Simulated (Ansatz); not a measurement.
Basis-set series for ClFH2O3W, SMILES `[O]=[W]([OH])([OH])([F])[Cl]`. The species carries charge 0 and has multiplicity 1. W takes the def2 core potential. Geometry: relaxed with PBE0-D4/def2-TZVP. It is one conformer, not always the lowest.

```
functional       basis  functions  energy (Eh)  HOMO (eV)  LUMO (eV)
   PBE0-D4    def2-SVP        116   -853.34669      -9.19      -3.43
   PBE0-D4  def2-QZVPP        439   -853.96942      -9.28      -3.41
   ωB97M-V    def2-SVP        116   -853.62516     -11.42      -1.24
   ωB97M-V  def2-QZVPP        439   -854.25421     -11.57      -1.26
```

(1) Give the rows for def2-TZVPP. (An estimate is asked.)

## Answers

(1) Ansatz gave: 
```json
{"functional": "PBE0-D4", "basis": "def2-TZVPP", "functions": "250", "energy (Eh)": "-853.93737", "HOMO (eV)": "-9.25", "LUMO (eV)": "-3.36"}
{"functional": "ωB97M-V", "basis": "def2-TZVPP", "functions": "250", "energy (Eh)": "-854.22381", "HOMO (eV)": "-11.53", "LUMO (eV)": "-1.20"}
```
